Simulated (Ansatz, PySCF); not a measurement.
C4H5Si, SMILES [C]1=CC=C[SiH2]1, multiplicity 2. Atoms are numbered in the order given.

```xyz
10

C      1.3699    -0.1144     0.0000
C      0.8126    -1.3273     0.0000
C     -0.6788    -1.3061     0.0000
C     -1.2898    -0.1002     0.0000
Si     0.0551     1.2161     0.0000
H      1.3546    -2.2805     0.0000
H     -1.2253    -2.2568     0.0000
H     -2.3772    -0.0006     0.0000
H      0.0803     2.0776    -1.2177
H      0.0803     2.0776     1.2177
```
Charge 0, spin multiplicity 2.

Coordinates come from a PBE0-D3(BJ)/def2-SVP optimisation. The isomer is the one that the SMILES or the coordinates give; other isomers of the formula were not compared.

Two levels are set side by side: PBE-D3(BJ)/def2-SVP (Ansatz, a quantum-chemistry and plane-wave program) and PBE0-D3(BJ)/def2-SVP (Ansatz). Each level has its own optimised geometry; the coordinates shown are those of the second. Frequencies come from the Hessian of PySCF at each geometry. Differences are taken from unrounded values.

```json
[
 {"quantity": "mean bond length (Å)", "PBE0-D3(BJ)": "1.420"},
 {"quantity": "bond C1–C2 (Å)", "PBE0-D3(BJ)": "1.335"},
 {"quantity": "bond C1–Si5 (Å)", "PBE0-D3(BJ)": "1.871"},
 {"quantity": "bond C2–C3 (Å)", "PBE0-D3(BJ)": "1.492"},
 {"quantity": "bond C3–C4 (Å)", "PBE0-D3(BJ)": "1.352"},
 {"quantity": "bond C4–Si5 (Å)", "PBE0-D3(BJ)": "1.882"},
 {"quantity": "bond C2–H6 (Å)", "PBE0-D3(BJ)": "1.096"},
 {"quantity": "bond C3–H7 (Å)", "PBE0-D3(BJ)": "1.097"},
 {"quantity": "bond C4–H8 (Å)", "PBE0-D3(BJ)": "1.092"},
 {"quantity": "bond Si5–H9 (Å)", "PBE0-D3(BJ)": "1.492"},
 {"quantity": "bond Si5–H10 (Å)", "PBE0-D3(BJ)": "1.492"},
 {"quantity": "highest harmonic wavenumber (cm⁻¹)", "PBE0-D3(BJ)": "3236"},
 {"quantity": "mean harmonic wavenumber (cm⁻¹)", "PBE0-D3(BJ)": "1277"},
 {"quantity": "zero-point energy (kcal/mol)", "PBE0-D3(BJ)": "43.80"}
]
```

Question: What does PBE-D3(BJ) give, and how far is it from PBE0-D3(BJ)? (An estimate is asked for; the answer gives what the named calculation found.)

Answer: 
```csv
quantity,PBE-D3(BJ),PBE-D3(BJ) minus PBE0-D3(BJ)
mean bond length (Å),1.429,0.010
bond C1–C2 (Å),1.344,0.010
bond C1–Si5 (Å),1.881,0.010
bond C2–C3 (Å),1.498,0.006
bond C3–C4 (Å),1.364,0.012
bond C4–Si5 (Å),1.892,0.011
bond C2–H6 (Å),1.105,0.009
bond C3–H7 (Å),1.105,0.008
bond C4–H8 (Å),1.100,0.008
bond Si5–H9 (Å),1.503,0.011
bond Si5–H10 (Å),1.503,0.011
highest harmonic wavenumber (cm⁻¹),3146,-90
mean harmonic wavenumber (cm⁻¹),1230,-46
zero-point energy (kcal/mol),42.21,-1.59
```

GGA bonds tend to be longer and softer than those of functionals with exact exchange. Differences between two approximate levels are no errors against the true value.
